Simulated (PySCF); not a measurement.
Geometry (Å), atoms numbered from 1 in this order:
```xyz
16

O     2.851   -1.250   -0.757
Si    2.269   -0.204    0.345
C     0.402    0.026    0.162
C    -0.367   -0.859   -0.589
C    -1.736   -0.701   -0.709
C    -2.369    0.351   -0.071
C    -1.624    1.241    0.686
C    -0.255    1.077    0.796
H     2.713   -1.126   -1.692
H     2.913    1.106    0.199
H     2.620   -0.879    1.588
H     0.117   -1.690   -1.085
H    -2.311   -1.400   -1.300
H    -3.438    0.478   -0.162
H    -2.112    2.062    1.190
H     0.320    1.777    1.387
```

Theory: structure optimised with GFN2-xTB, PBE0/pcSseg-1 with gauge-including orbitals, in PySCF 2.14.0 with density-fitted response routines (relativity neglected, gas phase, single conformer, fast rotation and ring inversion assumed for equivalent nuclei).

δ = σ(ref) − σ, references computed at the same level: ¹³C and ¹H and ²⁹Si vs TMS; ¹⁷O against H2O.

```tsv
atoms	nucleus	count	Hirshfeld charge	δ (ppm)
H9	¹H	1	0.18	1.25
Si2	²⁹Si	1	0.39	-26.6
C6	¹³C	1	-0.04	135.7
C4/C8	¹³C	2	-0.05	138.1
C3	¹³C	1	-0.10	?
O1	¹⁷O	1	-0.31	?
C5/C7	¹³C	2	-0.05	?
H13/H15	¹H	2	0.05	7.70
H12/H16	¹H	2	0.04	7.75
H10/H11	¹H	2	-0.08	5.51
H14	¹H	1	0.05	7.69
```

Fill in the missing shifts.

Results:


- C3: 141.1 ppm, substituted aromatic carbon
- C5/C7: 133.4 ppm, aromatic CH; the aromatic region
- O1: 13.0 ppm, oxygen bonded to Si, H

OH and NH positions are those of a molecule without intermolecular hydrogen bonds; in solution they move with solvent, concentration and temperature, and exchange usually removes their couplings. Shifts are as computed. Against solution values, carbons near 30 ppm lie about +3 ppm off and those near 130 ppm about +5 ppm. Of 1211 compounds with measured shifts, 218 miss one by over three times the rms of a fit or turn the order of signals round; such compounds aren't used in these exercises. Experimental scales use liquid or dissolved standards, which lie at an offset from isolated H2O (liquid H2O: subtract about 36 ppm).
